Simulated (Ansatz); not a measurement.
Q: Name a neutral molecule of C, Ge, S and H with LUMO energy (B3LYP/def2-TZVPP) between -0.55 and -0.25 eV and LUMO energy (ωB97M-V/def2-TZVPP) between 1.50 and 1.80 eV (Ansatz, PBE0-D4/def2-TZVP geometry).

A: `SC[S][GeH3]` (-0.45 eV, 1.65 eV); `S[CH]1[CH2][GeH2]1` (-0.26 eV, 1.78 eV). Other molecules can fit too; these were computed, each in one conformer that needn't be the lowest.

B3LYP here is the variant with VWN-RPA as its local correlation; programs differ in this.
